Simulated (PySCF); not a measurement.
FSr (SMILES [F][Sr+]), charge +1, singlet, at a GFN2-xTB geometry (such geometries of metal compounds can be far from the true shape) (core potentials on Sr).

Input for PySCF:
```python
from pyscf import gto, scf, dft

mol = gto.M(
    atom='''
Sr   -0.00000000   -0.00000000   -0.41292721
F     0.00000000    0.00000000    1.74347045
''',
    basis='def2-svp',
    ecp={'Sr': 'def2-svp'},
    charge=1,
    verbose=4,
)

mf = dft.RKS(mol)
mf.xc = 'pbe'
mf.kernel()
mf.analyze()
```

What HOMO energy does PBE/def2-SVP (PySCF) give?

-11.81 eV

What nuclear repulsion energy does PBE/def2-SVP give?

22.0859 Eh

Estimate the total energy that PBE/def2-SVP returns for this input.

-130.219096 Ha

Predict the number of basis functions from PBE/def2-SVP.

37

Estimate the HOMO-LUMO gap that PBE/def2-SVP returns for this input.

4.07 eV
